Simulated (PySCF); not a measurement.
## Worked example: dipole moment from atomic charges

W(O)2(SH)2 (H₂O₂S₂W), SMILES [SH][W]([SH])(=[O])=[O], multiplicity 1. Atoms are numbered in the order given.

```xyz
7

W      0.0000     0.0000     0.2374
O     -0.0277     1.4181     1.1968
O      0.0277    -1.4181     1.1968
S     -1.9669     0.0683    -1.0637
H     -1.9549    -1.2606    -1.3390
S      1.9669    -0.0683    -1.0637
H      1.9549     1.2606    -1.3390
```
Charge 0, spin multiplicity 1.

Geometry optimised at B3LYP-D3(BJ)/def2-SVP. The multiplicity is an assumed one; no other spin state was optimised. The structure was generated by enumeration; whether it is a known compound was not checked. The def2 effective core potentials stand for the cores of W; spin–orbit coupling is left out. One conformer was computed; it need not be the lowest.

Charges (e) from PySCF with ωB97X/def2-TZVP:

```json
[
 {"atom": "W1", "Mulliken": "1.296", "ESP fit": "0.810"},
 {"atom": "O2", "Mulliken": "-0.457", "ESP fit": "-0.342"},
 {"atom": "O3", "Mulliken": "-0.457", "ESP fit": "-0.342"},
 {"atom": "S4", "Mulliken": "-0.383", "ESP fit": "-0.254"},
 {"atom": "H5", "Mulliken": "0.191", "ESP fit": "0.191"},
 {"atom": "S6", "Mulliken": "-0.383", "ESP fit": "-0.254"},
 {"atom": "H7", "Mulliken": "0.191", "ESP fit": "0.191"}
]
```

The dipole moment of the full density is 2.84 D.

What dipole moment does each set of point charges give, and which comes closer to that of the density?


μ = Σ q r, and 1 e Å = 4.8032 D.
Mulliken: Σ q r = (0.000, 0.000, -0.483) e Å, |μ| = 2.32 D.
ESP fit: Σ q r = (0.000, 0.000, -0.597) e Å, |μ| = 2.87 D.
ESP fit comes closer in size. Point charges leave out the atoms' own dipoles (lone pairs, polarised bonds); fits to the potential absorb them, partitions of the density don't.
